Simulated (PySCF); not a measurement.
Computed shifts of a molecule C₃H₈Se, PBE/pcSseg-1 (PySCF), GIAO, gas phase, atoms alike by connectivity averaged where their shifts nearly agree, in ppm (number of nuclei): ¹H: 3.83 (1), 2.34 (1), 1.73 (3), 1.57 (3). ¹³C: 42.5 (1), 35.1 (1), 26.9 (1). References: ⁷⁷Se against Me2Se (σ = 1634.8 ppm); ¹H against TMS (σ = 31.49 ppm); ¹³C against TMS (σ = 182.0 ppm), references at their B3LYP-D3(BJ)/def2-TZVP geometries, non-relativistic. Coordinates come from a r2SCAN-D4/def2-SVP optimisation. The values are those of a single conformer.

Task: Which molecule gave these data?
A) CC(C)[SeH]
B) CC[Se]C
C) CCC[SeH]

Result: A, CC(C)[SeH]
